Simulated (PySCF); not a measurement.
Gas-phase reaction: Ga(CH3)3 → GaH + C3H4 (allene) + 4 H

Method: PySCF energies plus ideal-gas RRHO corrections (1 bar). † marks an energy on the PBE0/def2-TZVP geometry and frequencies; other levels use their own. MP2 freezes the core. 6-31G* has spherical d functions here. Open shells (unrestricted): H (multiplicity 2); the rest are closed-shell singlets. B3LYP is the form with VWN-RPA correlation. Ga: all electrons, no relativistic terms. GaH: computed as isolated molecules; such fragments, hydroxides, amides, oligomers or adducts are transient or little studied in the gas. MP2 isn't extrapolated to the basis-set limit.

MP2/def2-TZVPP† gives ΔH°(298 K) = 1292 kJ.

Task: What do MP2/def2-SVP†, B3LYP/def2-TZVP†, HF/6-31G* give?

Result: MP2/def2-SVP†: 1233 kJ; B3LYP/def2-TZVP†: 1243 kJ; HF/6-31G*: 1037 kJ. For scale, ΔH°(298 K) is 1292 kJ at this level, 1282 kJ at ωB97M-V/def2-TZVP†, and runs from 1029 to 1398 kJ over the 18 levels computed.
